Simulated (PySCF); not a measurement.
C2H2Cl2. Atoms are numbered in the order given.

```xyz
6

Cl     0.0000     1.6263    -0.4544
C      0.0000     0.6663     0.9695
C      0.0000    -0.6663     0.9695
Cl     0.0000    -1.6263    -0.4544
H      0.0000     1.2258     1.9077
H      0.0000    -1.2258     1.9077
```

The structure is a stationary point at ωB97X-D3(BJ)/def2-SVP.

All values below come from B3LYP/pcSseg-2 run with PySCF.

GIAO shieldings, no solvent; atoms alike by connectivity are averaged. δ = σ(ref) − σ: ³⁵Cl against HCl (σ = 930.0 ppm); ¹³C against TMS (σ = 181.3 ppm); ¹H against TMS (σ = 31.68 ppm), references at their B3LYP-D3(BJ)/def2-TZVP geometries, non-relativistic (without spin–orbit terms, shifts of atoms bonded to Cl or Br come out too high).

```csv
atoms,nucleus,count,δ (ppm)
"Cl1, Cl4",³⁵Cl,2,218.2
"C2, C3",¹³C,2,140.0
"H5, H6",¹H,2,[?]
```

Complete the blanks. (The exact figures need the calculation; the answer reports its results.)


- H5, H6, δ (ppm): 6.74
